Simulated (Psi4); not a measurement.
C2H9GaN2 (SMILES C[NH][GaH][NH]C), singlet, geometry from GFN2-xTB (such geometries of metal compounds can be far from the true shape); PBE/def2-TZVPP (Psi4 1.11).

Psi4 was given this input:
```
memory 2 GB

molecule mol {
0 1
Ga   -0.356623    0.076770    0.427617
H    -1.097627    0.050192    1.775338
N     1.160765   -0.914157    0.247361
C     1.748904   -1.749125    1.290115
H     1.706373   -0.950812   -0.606238
H     2.761582   -1.420425    1.548448
H     1.793178   -2.801516    0.988766
H     1.126214   -1.675564    2.186016
N    -1.044806    1.101580   -0.910493
C    -0.561894    1.313995   -2.270225
H    -1.894754    1.628544   -0.740204
H    -0.328060    2.368298   -2.456160
H    -1.295997    0.987873   -3.015573
H     0.350629    0.732374   -2.413914
}

set {
  basis def2-tzvpp
  reference rks
}

energy('pbe')
print_variables()
```

What the program printed (banner, timings and long lists left out):

```
   => Loading Basis Set <=

    Name: DEF2-TZVPP
    Role: ORBITAL
    Keyword: BASIS

         ---------------------------------------------------------
                                   SCF
               by Justin Turney, Rob Parrish, Andy Simmonett
                          and Daniel G. A. Smith
                              RKS Reference
         ---------------------------------------------------------

  ==> Geometry <==

    Molecular point group: c1
    Full point group: C1

    Geometry (in Angstrom), charge = 0, multiplicity = 1:

       Center              X                  Y                   Z               Mass
    ------------   -----------------  -----------------  -----------------  -----------------
         GA          -0.313803874767     0.064425132514     0.383989800432    68.925573500000
         H           -1.054807874767     0.037847132514     1.731710800432     1.007825032230
         N            1.203584125233    -0.926501867486     0.203733800432    14.003074004430
         C            1.791723125233    -1.761469867486     1.246487800432    12.000000000000
         H            1.749192125233    -0.963156867486    -0.649865199568     1.007825032230
         H            2.804401125233    -1.432769867486     1.504820800432     1.007825032230
         H            1.835997125233    -2.813860867486     0.945138800432     1.007825032230
         H            1.169033125233    -1.687908867486     2.142388800432     1.007825032230
         N           -1.001986874767     1.089235132514    -0.954120199568    14.003074004430
         C           -0.519074874767     1.301650132514    -2.313852199568    12.000000000000
         H           -1.851934874767     1.616199132514    -0.783831199568     1.007825032230
         H           -0.285240874767     2.355953132514    -2.499787199568     1.007825032230
         H           -1.253177874767     0.975528132514    -3.059200199568     1.007825032230
         H            0.393448125233     0.720029132514    -2.457541199568     1.007825032230

  Running in c1 symmetry.

  Rotational constants: A =      0.25524  B =      0.05767  C =      0.04789 [cm^-1]
  Rotational constants: A =   7651.81340  B =   1728.79528  C =   1435.67938 [MHz]
  Nuclear repulsion =  358.937907885920083

  Charge       = 0
  Multiplicity = 1
  Electrons    = 66
  Nalpha       = 33
  Nbeta        = 33

  ==> Algorithm <==

  SCF Algorithm Type is DF.
  DIIS enabled.
  MOM disabled.
[...]
   @DF-RKS iter   7: -2115.53213568619594   -1.91542e-02   1.75159e-04 ADIIS/DIIS
   @DF-RKS iter   8: -2115.53350533343291   -1.36965e-03   3.19910e-05 DIIS
   @DF-RKS iter   9: -2115.53354433398272   -3.90005e-05   9.26666e-06 DIIS
   @DF-RKS iter  10: -2115.53354526122257   -9.27240e-07   8.29456e-06 DIIS
   @DF-RKS iter  11: -2115.53354790703588   -2.64581e-06   1.26353e-06 DIIS
   @DF-RKS iter  12: -2115.53354796410076   -5.70649e-08   5.11159e-07 DIIS
  Energy and wave function converged.

  ==> Post-Iterations <==

   Electrons on quadrature grid:
      Ntotal   =   65.9999764990 ; deviation = -2.350e-05

    Orbital Energies [Eh]
    ---------------------

    Doubly Occupied:

[...]
    Virtual:

[...]
     298A     32.376448

    Final Occupation by Irrep:
              A
    DOCC [    33 ]
    NA   [    33 ]
    NB   [    33 ]

  @DF-RKS Final Energy: -2115.53354796410076

   => Energetics <=

    Nuclear Repulsion Energy =            358.9379078859200831
    One-Electron Energy =               -3656.5192650097851583
    Two-Electron Energy =                1284.6327005462212583
    DFT Exchange-Correlation Energy =    -102.5848913864568317
    Empirical Dispersion Energy =           0.0000000000000000
    VV10 Nonlocal Energy =                  0.0000000000000000
    Total Energy =                      -2115.5335479641007623

Computation Completed

Properties will be evaluated at   0.000000,   0.000000,   0.000000 [a0]

Properties computed using the SCF density matrix

 Multipole Moments:

 ------------------------------------------------------------------------------------
     Multipole            Electronic (a.u.)      Nuclear  (a.u.)        Total (a.u.)
 ------------------------------------------------------------------------------------

 L = 1.  Multiply by 2.5417464519 to convert [e a0] to [Debye]
 Dipole X            :         -5.1923937            5.3404799            0.1480863
 Dipole Y            :          1.5806412           -1.5396473            0.0409939
 Dipole Z            :          5.0838427           -5.4412267           -0.3573840
 Magnitude           :                                                    0.3890159

 ------------------------------------------------------------------------------------

  Variable Map:
  ----------------------------------------------------------------------------
[...]
  Array Variable Map:
  ----------------------------------------------------------------------------
[...]
[...]
```
